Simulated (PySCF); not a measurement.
Correlation energy of N⁺ (nitrogen, charge +1)

[He] 2s2 2p2, high-spin 3P determinant. All numbers are calculated (PySCF 2.14, the spin-free X2C one-electron Hamiltonian (Gaussian nucleus), in dyall-acv3z). Frozen: 1s2; 4 electrons correlated; the 19 highest virtual orbitals of each spin left out.

MP2 pair energies summed by pair of shells (mhartree):

```csv
pair,energy,share (%)
2s-2p,-45.69,61.1
2s-2s,-21.52,28.8
2p-2p,-7.53,10.1
```

Total MP2 correlation energy: -74.75 mhartree.

Same-spin part -13.43 and opposite-spin part -61.32 mhartree; SCS-MP2 scales them by 1/3 and 6/5 to -78.06 mhartree.
